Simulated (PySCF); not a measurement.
# Working out the excitation energy of Ru

Ru [Kr] 4d7 5s1 (5F) → Ru [Kr] 4d6 5s2 (5D). Computed with PySCF 2.14 in aug-cc-pVDZ-PP with ECP28MDF (5s5p4d2f, 54 functions), with scalar relativity through the core potential. Frozen: 4s2 4p6. Energies in hartree (1 hartree = 27.21139 eV):

| part | Ru (lower) | Ru (upper) |
| --- | --- | --- |
| UHF | -93.812410 | -93.787809 |
| CCSD correlation | -0.159016 | -0.158175 |
| (T) | -0.004801 | -0.005257 |

What does Hartree-Fock give?

(-93.787809) − (-93.812410) = 0.024601 hartree = 0.669 eV.

What do CCSD and CCSD(T) give?

The CCSD correlation energies differ by 0.000841 hartree = 0.023 eV and the triples by -0.000456 hartree = -0.012 eV, so CCSD gives 0.692 eV and CCSD(T) 0.680 eV.

Measured between the centres of the two terms (NIST): 0.867 eV, so CCSD(T) (valence) is off by -0.187 eV.

A double-zeta basis recovers only part of the correlation energy.

What remains against the reference includes basis incompleteness, the frozen core and higher excitations.
